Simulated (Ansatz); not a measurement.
`F[Si](F)([SiH3])[SiH3]` + H₂O → `O[Si](F)(F)[SiH3]` + SiH₄  (formal hydrolysis of the Si–Si bond)

Program: Ansatz. Geometries: PBE0-D4/def2-TZVP. ΔE: electronic, gas phase. CCSD(T)/CBS is the MP2 limit (def2-TZVPP, def2-QZVPP) plus CCSD(T) − MP2 in def2-TZVPP, frozen cores. This one scheme is used for every species. Functionals use def2-TZVPP. Each species was taken in one conformer, which may not be the lowest.

```csv
level,ΔE (kcal/mol),difference from CCSD(T)/CBS
LDA (SPW92),-29.0,2.6
B97M-V,-31.7,-0.1
PBE0-D4,-28.3,3.3
r2SCAN0-D4,-32.3,-0.7
CAM-B3LYP-D4,-33.8,-2.2
ωB97X-V,-31.9,-0.3
PBE-QIDH,-32.0,-0.4
PBE,-27.0,4.6
revPBE,-26.3,5.3
BLYP,-31.1,0.5
PBE0,-29.0,2.6
r2SCAN0,-32.6,-1.0
SCS-MP2/def2-TZVPP,-35.0,-3.4
CCSD(T)/def2-TZVPP,-32.8,-1.2
HF/CBS(def2),-38.6,-7.0
MP2/CBS(def2),-33.1,-1.5
CCSD(T)/CBS,-31.6,0
```

Largest T1 diagnostic among the species: 0.013.

The D4 term adds +1.2 kcal/mol with B3LYP and +0.7 kcal/mol with PBE0; it sums over pairs of atoms, weighted by their polarisabilities, and B3LYP, whose exchange is more repulsive, gets the larger term. From PBE to PBE0 (25 % exact exchange), in def2-TZVPP and without D4, ΔE moves by −2.1 kcal/mol.

B3LYP here is the variant with VWN-RPA as its local correlation; programs differ in this.

CCSD(T)/CBS has its own doubt, a few kJ/mol and more with outer-core shells, so smaller differences from it don't rank the levels.
